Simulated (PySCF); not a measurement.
C5H6, SMILES `C=C1[C@H]2C[C@@H]12`, neutral singlet in the gas phase. 

Z-matrix (Å, degrees):
```
C
C 1 1.3220
H 2 1.0813 1 120.96
H 2 1.0813 3 118.08 1 179.99
C 1 1.4483 2 146.84 3 -11.92
H 5 1.0783 1 129.22 2 -50.47
C 1 1.4483 2 146.84 3 -168.09
H 7 1.0783 1 129.22 2 50.47
C 5 1.4971 6 127.70 1 153.39
H 9 1.0854 5 116.25 6 -9.17
H 9 1.0862 10 114.29 5 -144.74
```
Charge 0, multiplicity 1.

All levels are single points at this geometry (B3LYP-D3(BJ)/def2-TZVP); Pople sets use spherical d functions. Orbital energies aren't observables, and empty levels follow the basis.

| level | HOMO (eV) | LUMO (eV) | gap (eV) | dipole (D) | vertical IE, Delta-SCF (eV) |
|---|---|---|---|---|---|
| B3LYP-D3(BJ)/def2-TZVP in PySCF | -6.12 | 0.25 | 6.37 | 1.50 | – |
| B3LYP/6-31G* in PySCF | -5.77 | 0.94 | 6.71 | 1.45 | 8.14 |
| BP86/6-31G* in PySCF | -5.03 | 0.04 | 5.07 | 1.45 | – |
| M06-2X/6-31G* in PySCF | -7.15 | 2.03 | 9.18 | 1.45 | – |
| PBE/6-31G* in PySCF | -4.93 | 0.13 | 5.06 | 1.45 | 8.12 |
| HF/6-31G* in PySCF | -8.33 | 5.07 | 13.40 | 1.54 | – |
